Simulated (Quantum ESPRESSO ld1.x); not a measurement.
Values are calculated unless marked as measured or tabulated.
Task: The mean radii <r> (bohr) of the occupied orbitals of an atom or ion are listed with their occupations. Level of theory: Dirac Kohn-Sham, PBE, spin-unpolarised, spherical densities, point nucleus (ld1.x of Quantum ESPRESSO 7.5).

| orbital | occ. | <r> |
|---|---|---|
| 1s1/2 | 2 | 0.06091 |
| 2s1/2 | 2 | 0.2789 |
| 2p1/2 | 2 | 0.2449 |
| 2p3/2 | 4 | 0.2478 |
| 3s1/2 | 2 | 0.7964 |
| 3p1/2 | 2 | 0.8120 |
| 3p3/2 | 4 | 0.8183 |
| 4s1/2 | 1 | 1.836 |

Name the element and its charge. Open shells, if any, fill j = l - 1/2 first.

Result: Z = 25, manganese, charge +6: Mn6+ in [Ar] 4s1. The 1s radius gives Z: for a bare nucleus <r> = (2 gamma + 1)/(2Z) with gamma = sqrt(1 - (Z/c)^2), 0.05933 bohr for Z = 25, and screening makes it slightly larger (0.06091 here). The occupations add up to 19, and the charge is Z minus that.
